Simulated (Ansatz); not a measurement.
Reaction (cleavage of the B–B bond): `OB(O)BS` + CH₃OH → `COB(O)O` + `BS`

Isolated molecules relaxed with PBE0-D4/def2-TZVP in Ansatz; ΔE leaves out vibrations. CCSD(T)/CBS adds triple-zeta CCSD(T) − MP2 to the extrapolated MP2 energy (def2 sets, frozen cores). This one scheme is used for every species. One conformer a species, not always the lowest.

`OB(O)BS`:

```xyz
9

O     0.719    1.760   -0.102
B     0.197    0.505   -0.268
O    -0.029    0.091   -1.547
B    -0.181   -0.553    1.021
S    -0.857   -2.152    0.720
H     0.854    1.989    0.819
H     0.215    0.757   -2.198
H    -0.024   -0.303    2.182
H    -0.894   -2.093   -0.626
```

CH₃OH:

```xyz
6

C    -0.188    0.232   -0.194
O     0.847   -0.681    0.093
H    -0.027    0.589   -1.212
H    -0.177    1.100    0.476
H    -1.180   -0.233   -0.149
H     0.726   -1.007    0.986
```

`COB(O)O`:

Z-matrix (Å, degrees):
```
C
O 1 1.413
H 1 1.090 2 107.6
H 1 1.093 2 111.2 3 119.5
H 1 1.093 2 111.2 3 -119.5
B 2 1.361 1 120.2 3 -180.0
O 6 1.366 2 120.6 1 0.0
O 6 1.368 2 119.6 1 -180.0
H 7 0.959 6 111.8 2 180.0
H 8 0.960 6 111.8 2 0.0
```

`BS`:

Z-matrix (Å, degrees):
```
B
S 1 1.765
H 1 1.192 2 115.8
H 1 1.190 2 121.4 3 -180.0
H 2 1.344 1 99.2 3 180.0
```

```tsv
species	MP2/def2-QZVPP energy (Eh)
`OB(O)BS`	-600.11996
CH₃OH	-115.55941
`COB(O)O`	-291.41750
`BS`	-424.31704
```

(1) Work out ΔE.

Largest T1 diagnostic among the species: 0.015.

## Answers

(1) ΔE = (-291.41750) + (-424.31704) − (-600.11996) − (-115.55941) = -0.05517 Eh = -1.50 eV. CCSD(T)/CBS gives -1.46 eV.

From BLYP to BHLYP (50 % exact exchange), in def2-TZVPP and without D4, ΔE moves by −0.18 eV. At CCSD(T), def2-SVP lies −0.16 eV from the extrapolated value and def2-TZVPP −0.02 eV. In def2-TZVPP, CCSD(T) changes the Hartree–Fock value by +0.27 eV (the triples alone add +0.04 eV) and MP2 by +0.24 eV.
